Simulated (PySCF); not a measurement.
## Gallium: a sound run and one with changed settings

Sound run: Ga²⁺ [Ar] 3d10 4s1, Ga³⁺ [Ar] 3d10. Calculation: PySCF 2.14, in def2-TZVP; the non-relativistic Hamiltonian (point nucleus). The sound run starts from symmetry-adapted Hartree-Fock orbitals and uses a fine grid where one is needed.

Changed run: initial guess atom, at most 50 SCF cycles.

```csv
species,method,sound run (hartree),changed run (hartree),converged
Ga²⁺,UHF,-1922.34173,-1922.34173,yes
Ga²⁺,TPSS,-1923.83352,-1923.83352,yes
Ga²⁺,PBE0,-1923.59345,-1923.59345,yes
Ga³⁺,UHF,-1921.26929,-1921.26929,yes
Ga³⁺,TPSS,-1922.70705,-1922.70705,yes
Ga³⁺,PBE0,-1922.46683,-1922.46683,yes
```

Here the plain start reaches the same solutions.
